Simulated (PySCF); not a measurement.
**Vibration and rotation of NaBr**

RHF-CCSD(T) constants of NaBr, ¹Σ⁺ (singlet), closed shell (Na def2-TZVPP, Br def2-TZVPP; no relativity (PySCF 2.14); masses 22.9898 and 78.9183 u):

| Item | Value |
| --- | --- |
| ωe | 294.7 cm⁻¹ |
| ωexe | 1.18 cm⁻¹ |
| Be | 0.14984 cm⁻¹ |
| αe | 0.000954 cm⁻¹ |
| D (centrifugal) | 1.55e-07 cm⁻¹ |
| De to Na + Br | 3.70 eV |

Give the vibrational terms G(v) and spacings up to v = 6.

G(v) = ωe(v+½) − ωexe(v+½)².

```json
{"v": "0", "G(v) (cm⁻¹)": "147.1", "G(v) − G(v−1)": "", "Bv (cm⁻¹)": "0.1494"}
{"v": "1", "G(v) (cm⁻¹)": "439.4", "G(v) − G(v−1)": "292.3", "Bv (cm⁻¹)": "0.1484"}
{"v": "2", "G(v) (cm⁻¹)": "729.4", "G(v) − G(v−1)": "290.0", "Bv (cm⁻¹)": "0.1475"}
{"v": "3", "G(v) (cm⁻¹)": "1017.0", "G(v) − G(v−1)": "287.6", "Bv (cm⁻¹)": "0.1465"}
{"v": "4", "G(v) (cm⁻¹)": "1302.3", "G(v) − G(v−1)": "285.3", "Bv (cm⁻¹)": "0.1455"}
{"v": "5", "G(v) (cm⁻¹)": "1585.2", "G(v) − G(v−1)": "282.9", "Bv (cm⁻¹)": "0.1446"}
{"v": "6", "G(v) (cm⁻¹)": "1865.7", "G(v) − G(v−1)": "280.5", "Bv (cm⁻¹)": "0.1436"}
```

How well does the Morse estimate ωe²/(4ωexe) reproduce De, and what is D0?

It gives 2.28 eV, 62 % of the computed De. D0 = De − G(0) = 3.70 − 0.02 = 3.68 eV.

Measured values (Huber and Herzberg, Constants of Diatomic Molecules (1979)): ωe = 302.1 cm⁻¹, Be = 0.15125331 cm⁻¹, αe = 0.00094095 cm⁻¹.

Correlated steps freeze 10 core orbitals. Where the molecule has an RHF reference, its open-shell atoms are computed with UHF.
